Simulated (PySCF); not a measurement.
B3LYP has the VWN-RPA correlation part, as in Gaussian. 

[Zr(CH3)4] (charge 0, multiplicity 1)

Computed with B3LYP-D3(BJ)/def2-TZVP // TPSS-D3(BJ)/def2-SVP (PySCF).

| Quantity | Value |
|---|---|
| HOMO | -7.19 eV |
| dipole moment | 0.00 D |
| HOMO–LUMO gap | 6.11 eV |
| LUMO | -1.08 eV |
| charge on the central atom (Mulliken) | 1.51 e |
| total energy | -206.8050 Ha |
| cost | roughly 4 core-minutes |

```xyz
17

Zr    -0.0845     0.1180     0.0032
C     -0.6708    -1.6009     1.3031
H     -1.6594    -1.4305     1.7792
H      0.0670    -1.7655     2.1164
H     -0.7398    -2.5434     0.7199
C     -1.6927     1.6671     0.0465
H     -2.5311     1.3629     0.7078
H     -2.1133     1.8421    -0.9662
H     -1.3089     2.6396     0.4206
C      0.2003    -0.5988    -2.0927
H     -0.4922    -0.0864    -2.7934
H      0.0122    -1.6900    -2.1768
H      1.2348    -0.4106    -2.4493
C      1.8234     1.0037     0.7540
H      1.6939     2.0721     1.0273
H      2.6251     0.9503    -0.0123
H      2.1891     0.4707     1.6569
```
Charge 0, spin multiplicity 1.
